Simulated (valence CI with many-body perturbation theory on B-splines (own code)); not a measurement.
## Which ion has this spectrum?

A relativistic CI+MBPT calculation for an atom or ion with 15 electrons gives these levels (eV):

```
  J  Parity       E     g
3/2     odd    0.00  1.35
3/2    even  213.73  0.78
3/2     odd  259.44  1.45
5/2     odd  270.56  1.19
1/2     odd  284.82  0.65
5/2    even  288.06  1.20
5/2    even  419.20  1.46
3/2    even  447.34  1.15
1/2    even  448.54  2.07
5/2    even  471.01  0.96
1/2    even  473.94  0.21
3/2    even  473.98  0.90
7/2    even  482.50  1.03
5/2    even  509.99  1.17
```

The energies are calculated, and their last digits are not significant.

**Question.** Which is it?
A. Ta58+
B. Yb55+
C. Ho52+
D. Lu56+

**Answer.** B. Yb55+, ground level (3s^2 3p1/2^2 3p3/2) J=3/2.
